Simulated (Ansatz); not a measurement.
Reaction (hydrogenolysis of the In–S bond): `[NH2][In]([OH])[SH]` + H₂ → `[NH2][InH][OH]` + H₂S

Calculated with Ansatz (gas phase, PBE0-D4/def2-TZVP geometries, no zero-point term in ΔE). CCSD(T)/CBS is the MP2 limit (def2-TZVPP, def2-QZVPP) plus CCSD(T) − MP2 in def2-TZVPP, frozen cores. This one scheme is used for every species. Functionals use def2-TZVPP. B3LYP here is the variant with VWN-RPA as its local correlation; programs differ in this. def2 core potentials past Kr. For In outer-core shells are correlated without core-valence functions, which leaves a few kJ/mol of doubt a bond. Each species was taken in one conformer, which may not be the lowest.

```tsv
level	ΔE (kcal/mol)	difference from CCSD(T)/CBS
B97M-V	13.4	-2.8
B3LYP-D4	15.1	-1.1
BHLYP-D4	14.8	-1.4
PBE-QIDH	15.6	-0.6
revPBE	15.0	-1.2
B3LYP	13.5	-2.7
CCSD/def2-SVP	13.1	-3.1
HF/def2-QZVPP	11.8	-4.4
HF/CBS(def2)	11.8	-4.4
CCSD/CBS(def2)	15.0	-1.2
CCSD(T)/CBS	16.2	0
```

Largest T1 diagnostic among the species: 0.016.

Leaving LDA and LC-ωPBE aside and taking each functional with its dispersion term where it has one, the values, not all of them listed here, spread over 3.1 kcal/mol, from CAM-B3LYP-D4 to revPBE-D4. LDA lies −1.7 kcal/mol from PBE without D4. At CCSD(T), def2-SVP lies −2.4 kcal/mol from the extrapolated value and def2-TZVPP −1.1 kcal/mol.
